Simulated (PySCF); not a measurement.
Computed structure and properties of [LuCl2]+

System: [LuCl2]+ (singlet); start: template (C2v). Method: PySCF 2.14.0, RKS PBE0, Lu def2-SVP with ECP28, Cl def2-SVP; non-relativistic Hamiltonian with scalar-relativistic core potentials where named; density fitting; no spin-orbit coupling.

Input of the relaxation:

```python
mol = gto.M(atom='''
Lu     0.00000     0.00000    -0.29783
Cl     2.33010    -0.00000     0.74497
Cl    -2.33010     0.00000     0.74497''',
    basis={'Lu': 'def2-SVP', 'Cl': 'def2-SVP'},
    ecp={'Lu': 'def2-SVP'},
    charge=1, spin=0)
mf = dft.RKS(mol, xc='PBE0')
mf.grids.atom_grid = (50, 194)  # f atoms: unpruned, at least (60, 302)
mf = mf.density_fit()  # fitting sets: Lu def2-universal-JKFIT, Cl def2-universal-JKFIT
mf.conv_tol = 1e-08; mf.max_cycle = 55
mf.kernel(dm0)  # dm0: converged density of the start geometry
# quasi-Newton relaxation in Cartesian coordinates to a largest gradient under 0.00045 Eh/bohr, steps kept in the point group
```

Run from Python with OMP_NUM_THREADS=2; the lines above give its settings. Where DIIS fails, smearing, a level shift and second-order steps follow.
It took 2.5 min on 2 threads of Intel(R) Xeon(R) Processor @ 2.50GHz (Skylake/Cascade Lake), with other jobs on the host, from the converged density of the start.

Course of the relaxation:

```csv
step,energy above end (eV),largest force component within the symmetry (eV/Å)
0,0.8858,2.560
1,0.2864,1.497
2,0.1271,1.162
3,0.0612,0.210
4,0.0319,0.299
5,0.0061,0.378
6,0.0003,0.046
7,0.0000,0.002
```

Relaxed geometry (C2v):

```xyz
3

Lu    0.0000    0.0000   -0.4592
Cl    1.9008    0.0000    0.8257
Cl   -1.9008    0.0000    0.8257
```

| contact | Å |
| --- | --- |
| Lu1–Cl2 (Cl) | 2.294 |
| Lu1–Cl3 (Cl) | 2.294 |

On the finer grid (75, 302):

```yaml
HOMO: -14.06 eV
LUMO: -8.53 eV
Dipole_about_the_centre_of_mass: 5.89 D
Set_of_Mulliken_populations_of_Lu1_outside_the_core_potential: s 4.29, p 12.26, d 11.10, f 14.04
D3_BJ_dispersion_energy_not_in_the_energies: -0.069 eV
```

```tsv
atom	Mulliken (e)	Löwdin (e)	spin (e)
Lu1	1.31	0.56	0.00
Cl2	-0.15	0.22	0.00
Cl3	-0.15	0.22	0.00
```

On the grid (50, 194), as all that follows. Harmonic modes: a minimum; lowest 87 cm⁻¹ (negative: unstable), highest 412 cm⁻¹, zero-point energy 0.056 eV.

Taking off one Cl (charge -1, singlet; the rest: singlet) in vacuum, both parts rigid, costs 15.43 eV; the small basis without counterpoise inflates it. Most of it is the attraction of opposite charges; other ways to part are cheaper, and one spin state was tried for the rest.

Rigid scan of Cl along the line from its metal:

(distance to Cl2 (Å), energy (eV)): (1.99, 1.260), (2.09, 0.481), (2.19, 0.104), (2.29, 0.000), (2.39, 0.078), (2.49, 0.274), (2.69, 0.858), (2.99, 1.907), (3.39, 3.230), (3.89, 4.461)

One start shape was tried, so this needn't be the lowest isomer.
